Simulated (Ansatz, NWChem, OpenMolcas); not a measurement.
GeSe (Germanium monoselenide): methods side by side

GeSe has 2 atoms, charge 0, and is taken as a singlet. As SMILES, `[Ge-]#[Se+]`. Geometry: the measured bond length.

```xyz
2

Ge    0.0000    0.0000    0.0000
Se    0.0000    0.0000    2.1346
```

Each level gives the HOMO–LUMO gap (eV). The values are calculated.

```tsv
level	kind	program	value (eV)	CPU time
BLYP/aug-cc-pVTZ	GGA	OpenMolcas	3.39	44 s
TPSS/aug-cc-pVTZ	meta-GGA	OpenMolcas	3.57	55 s
r2SCAN/aug-cc-pVTZ	meta-GGA	Ansatz	3.79	17 s
BHLYP/aug-cc-pVTZ	global hybrid	OpenMolcas	6.69	44 s
wB97M-V/aug-cc-pVTZ	range-separated hybrid	Ansatz	8.90	75 s
wB97X/aug-cc-pVTZ	range-separated hybrid	NWChem	9.11	11 min
B2PLYP/aug-cc-pVTZ	double hybrid	Ansatz	6.87	16 s
PBE-QIDH/aug-cc-pVTZ	double hybrid	Ansatz	8.05	17 s
```

All-electron rows without a relativistic Hamiltonian named are non-relativistic. The values span 3.39 to 9.11 eV. Orbital gaps aren't excitation energies, and those of double hybrids come from the SCF part alone; they tend to grow with the share of exact exchange. Times are those of the runs behind each value, whatever else they computed, on shared processors of several kinds: orders of magnitude only.
